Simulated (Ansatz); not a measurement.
```yaml
crystal:
  periodic: [true, true, true]
  atoms:
    - {symbol: C, position_ang: [-0.928191, 1.293127, -1.048804]}
    - {symbol: Ga, position_ang: [-0.000005, 0.000000, 0.000005]}
    - {symbol: C, position_ang: [0.928188, -1.293124, 1.048809]}
    - {symbol: H, position_ang: [-1.812931, 0.832261, -1.494118]}
    - {symbol: H, position_ang: [-0.269854, 1.659306, -1.839978]}
    - {symbol: H, position_ang: [-1.232286, 2.126897, -0.411765]}
    - {symbol: H, position_ang: [0.418970, -2.256563, 0.971676]}
    - {symbol: H, position_ang: [1.952425, -1.391055, 0.681650]}
    - {symbol: H, position_ang: [0.943684, -0.970848, 2.092536]}
basis:
  gaussian: {orbitals: def2-TZVPP}
total_charge: 1
hamiltonian: {xc: {name: B3LYP5}}
```

```sh
$ ansatz run in.yaml --threads 2 --pin off --events-out ev --progress --plain --max-ram 32768MiB --backend cpu
```

Problem. How does Ansatz answer? (Estimate.)

Solution. Computed: The program refused the input.
```
Error: YAML parse error: error: line 2 column 3: crystal: missing field `lattice` (a structure is typed as `lattice` and `atoms`, a molecule's as `atoms` in Å alone, or read from a run's directory, `checkpoint`)
 --> <input>:2:3
1 | crystal:
2 |   periodic: [true, true, true]
3 |   atoms:
4 |     - {symbol: C, position_ang: [-0.928191, 1.293127, -1.048804]}
```

B3LYP here is the variant with VWN-RPA as its local correlation; programs differ in this.
